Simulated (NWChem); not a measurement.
# Atomisation of F₄Ge

```
Ge
F 1 1.6981
F 1 1.6981 2 109.47
F 1 1.6981 2 109.47 3 120.00
F 1 1.6981 2 109.47 4 120.00
```
Charge 0, spin multiplicity 1.

Program: NWChem. Structure: optimised with PBE0/def2-SVP, a minimum by its harmonic frequencies.

Basis set: def2-TZVP. The atomisation energy is electronic alone: no zero-point, thermal, spin-orbit or counterpoise terms. No value is extrapolated to the basis-set limit. Free atoms are single determinants with multiplicities F 2, Ge 3.

The Hamiltonian is non-relativistic. The structure started from a generated list of species. No SCF solution was tested for a lower state. Open-shell Hartree-Fock references start from PBE0 orbitals.

Task: One of these methods gave an atomisation energy of 456.5 kcal/mol. Which?
(A) BP86
(B) TPSS
(C) HF
(D) PBE0

Result: B, TPSS. The others give 314.2 (HF), 463.6 (BP86), 446.2 (PBE0).
